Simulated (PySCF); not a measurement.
SMILES [Al]([OH])([OH])[O][SiH](F)F (H₃AlF₂O₃Si) (B3LYP/def2-SVP optimised geometry):

```
10

Si    -0.413    -0.368     0.000
F     -0.938    -1.022     1.379
F     -0.936     1.159     0.000
O     -1.056    -1.159    -1.253
Al    -1.705    -2.026    -2.564
O     -3.367    -2.074    -2.880
O     -0.613    -2.849    -3.560
H      1.056    -0.368     0.000
H     -4.059    -1.644    -2.370
H     -0.868    -3.369    -4.327
```

Calculation: B3LYP/def2-TZVP (PySCF).

Q: What are the frontier orbital energies and the dipole moment?

A: HOMO-2 -9.45 eV, HOMO-1 -9.43 eV, HOMO -9.08 eV, LUMO -1.16 eV, LUMO+1 0.29 eV; dipole moment 2.04 D.

On the same geometry PBE/def2-TZVP run with PySCF gives HOMO-2 -8.02 eV, HOMO-1 -8.01 eV, HOMO -7.65 eV, LUMO -1.70 eV, LUMO+1 -0.24 eV; dipole moment 2.08 D.

Meta-Löwdin charges at B3LYP/def2-TZVP: Si1 1.51, F2 -0.50, F3 -0.50, O4 -0.85, Al5 1.33, O6 -0.78, O7 -0.78, H8 -0.14, H9 0.36, H10 0.36.
